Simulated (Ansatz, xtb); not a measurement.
## Two isomers of CH4GeOS

Structure a is `C[S][Ge][OH]`, a singlet and structure b is `C[O][Ge][SH]`, a singlet. Both are isolated molecules in the gas phase, relaxed with PBE0-D4/def2-SVP; the shapes shown needn't be the lowest conformers.

a (Å):

```
atom    x (Å)    y (Å)    z (Å)
   C  -0.0804   0.8188   1.8103
  Ge  -1.2334   1.4886  -1.0381
   O  -1.5695   0.4793  -2.4706
   S  -0.4521  -0.1368   0.3063
   H  -0.3172   1.8861   1.6794
   H  -0.6732   0.4247   2.6467
   H   0.9872   0.7199   2.0484
   H  -1.3716  -0.4627  -2.3954
```

b (Å):

| atom | x (Å) | y (Å) | z (Å) |
| --- | --- | --- | --- |
| C | -1.8724 | 1.8538 | 0.2133 |
| Ge | 0.3251 | -0.0608 | 0.1552 |
| O | -0.9092 | 1.0442 | 0.8152 |
| S | -0.0058 | 0.1191 | -2.0876 |
| H | -2.4372 | 2.3816 | 0.9983 |
| H | -2.5959 | 1.2689 | -0.3849 |
| H | -1.4225 | 2.6180 | -0.4479 |
| H | -1.0240 | 1.0064 | -2.0757 |

Question: Estimate which is lower in electronic energy at CCSD(T)/def2-SVP + ΔMP2/def2-TZVPP, and by roughly how much.

Answer: The CCSD(T)/def2-SVP + ΔMP2/def2-TZVPP calculation puts structure a lower, by 10.6 kcal/mol.

The same difference at several levels:

```tsv
level	geometry	E(b) − E(a) (kcal/mol)	departure from the last row (kcal/mol)	job, with rough time for the two
GFN2-xTB	GFN2-xTB	+1.5	−9.1	optimisation, 0.18 s
HF/STO-3G	GFN2-xTB	+6.6	−4.0	single point, 0.32 s
r2SCAN-D4/def2-SVP	GFN2-xTB	+7.8	−2.8	single point, 3.3 s
PBE0-D4/def2-SVP	PBE0-D4/def2-SVP	+6.9	−3.7	optimisation, 43 s
HF/def2-SVP	PBE0-D4/def2-SVP	+5.1	−5.5	part of the CCSD(T) run
MP2/def2-SVP	PBE0-D4/def2-SVP	+8.1	−2.5	part of the CCSD(T) run
CCSD(T)/def2-SVP	PBE0-D4/def2-SVP	+6.3	−4.3	single point
CCSD(T)/def2-SVP + ΔMP2/def2-TZVPP	PBE0-D4/def2-SVP	+10.6		single point, 23 s
```

As drawn, b has 1 C–O, 1 S–H in place of 1 C–S, 1 O–H.

None of the levels shown reverses the order. The largest departure from CCSD(T)/def2-SVP + ΔMP2/def2-TZVPP is that of GFN2-xTB, 9.1 kcal/mol. The last row adds to CCSD(T) the change of the MP2 difference between the two basis sets, here +4.3 kcal/mol, a large step that makes the value less sure.

With harmonic frequencies from PBE0-D4/def2-SVP (ideal gas, rigid rotor, one conformer each, 298.15 K, 1 atm): on the last row, ΔE + ΔZPE = +9.6, ΔH = +9.6, ΔG = +9.7 kcal/mol.

The correlated steps freeze 16 core orbitals; the filled d shell of Ge is correlated, in a basis made for valence electrons. Programs: Ansatz 0.2.0, xtb 6.7.1; the last row on 2 threads of Arm Neoverse V2 on a shared host.
